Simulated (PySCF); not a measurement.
3,3-difluoropent-1-en-4-yne (C5H4F2), SMILES C#CC(F)(F)C=C.

The structure is a stationary point at PBE0-D3(BJ)/def2-SVP. One conformer was computed; it need not be the lowest.

Two levels are set side by side: PBE/def2-TZVP (PySCF) and r2SCAN/def2-TZVP (PySCF). Same geometry, gas phase. Differences are taken from unrounded values.

```csv
quantity,PBE
orbital gap (eV),5.34
highest occupied level (eV),-7.19
lowest empty level (eV),-1.85
dipole moment (D),2.31
mean polarisability (bohr³),57.8
```

**Question.** These are the PBE values. What does r2SCAN give? (The exact figures need the calculation; the answer reports its results.)

**Answer.** 
```json
[
 {"quantity": "orbital gap (eV)", "r2SCAN": "5.79", "PBE minus r2SCAN": "-0.45"},
 {"quantity": "highest occupied level (eV)", "r2SCAN": "-7.43", "PBE minus r2SCAN": "0.24"},
 {"quantity": "lowest empty level (eV)", "r2SCAN": "-1.64", "PBE minus r2SCAN": "-0.21"},
 {"quantity": "dipole moment (D)", "r2SCAN": "2.44", "PBE minus r2SCAN": "-0.12"},
 {"quantity": "mean polarisability (bohr³)", "r2SCAN": "56.7", "PBE minus r2SCAN": "1.1"}
]
```

Rough cost on one machine, each run with all the roots and properties that it gave: r2SCAN against PBE about 3 times.
